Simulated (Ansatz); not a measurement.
Molecule: CH13NSi4, net charge 0, singlet state. 
Geometry from a B3LYP-D3(BJ)/def2-TZVP (Ansatz, a program for electronic structure) optimisation:
SMILES: [SiH3]N[Si]([SiH3])(C)[SiH3]
```xyz
19

C     -1.1084    -0.1146     2.1778
Si    -0.4275    -0.1198     0.4229
Si    -0.4267     2.0694    -0.4291
Si    -1.8277    -1.4336    -0.9355
N      1.1890    -0.7758     0.3935
Si     2.6384    -0.1223    -0.2833
H     -0.4885     0.5037     2.8300
H     -2.1280     0.2764     2.1991
H     -1.1300    -1.1263     2.5901
H      0.1640     2.1303    -1.7882
H      0.2956     3.0226     0.4493
H     -1.8441     2.5057    -0.5192
H     -1.4074    -1.3564    -2.3573
H     -1.7535    -2.8595    -0.5155
H     -3.2473    -1.0049    -0.8445
H      1.2596    -1.7372     0.7032
H      2.8511    -0.4852    -1.7076
H      3.8058    -0.6154     0.4860
H      2.5583     1.3528    -0.1971
```

Quantity: atomisation energy (electronic, to ground-state atoms), in eV. Cores are frozen in the correlated levels unless marked. Open shells are spin-unrestricted. Spin-orbit coupling is left out. Non-relativistic. The coupled-cluster limit lacks core correlation, which all-electron functionals hold. CBS marks a two-point X^-3 extrapolation of the correlation energy; Hartree-Fock from the larger set. The bracket is a focal-point correction in the basis named.

```csv
level,program,atomisation energy (eV)
revPBE-D3(BJ)/def2-TZVPD,Ansatz + dftd3,…
r2SCAN-D3(BJ)/def2-TZVPD,Ansatz + dftd3,63.48
PBE0/def2-TZVPD,Ansatz,…
CAM-B3LYP-D3(BJ)/def2-TZVPD,Ansatz + dftd3,…
LC-wPBE-D4/def2-TZVPD,Ansatz + dftd4,63.47
B2GP-PLYP/def2-TZVPD,Ansatz,62.32
SCS-MP2/aug-cc-pV(T+d)Z,Ansatz,62.78
CCSD/cc-pV(D+d)Z,Ansatz,…
"RI-MP2/CBS(aug-cc-pV(T+d)Z,aug-cc-pV(Q+d)Z)+[CCSD(T)-MP2]/aug-cc-pV(T+d)Z",Ansatz,63.79
```

Complete the blanks.


- revPBE-D3(BJ)/def2-TZVPD, atomisation energy (eV): 62.24
- PBE0/def2-TZVPD, atomisation energy (eV): 62.58
- CAM-B3LYP-D3(BJ)/def2-TZVPD, atomisation energy (eV): 63.88
- CCSD/cc-pV(D+d)Z, atomisation energy (eV): 57.89
